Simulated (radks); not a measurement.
Results of a calculation; reference values are marked as such.
Level of theory: Dirac Kohn-Sham, BLYP, spin-unpolarised, spherical densities, point nucleus; open shells are shared between the two j in proportion to 2j + 1 (a radial shooting solver on a logarithmic mesh with Libxc functionals). Each species is in its NIST ground configuration. Rank Ni2+, Fe2+, Zn2+, Cu2+, V2+, Sc2+, Co2+, Ti2+, Cr2+, Mn2+ by radius at which the density is 0.001 e/bohr^3 (bohr), largest first.

Answer. V2+ 3.18, Ti2+ 3.17, Cr2+ 3.15, Sc2+ 3.12, Mn2+ 3.11, Fe2+ 3.07, Co2+ 3.03, Ni2+ 2.99, Cu2+ 2.94, Zn2+ 2.90.
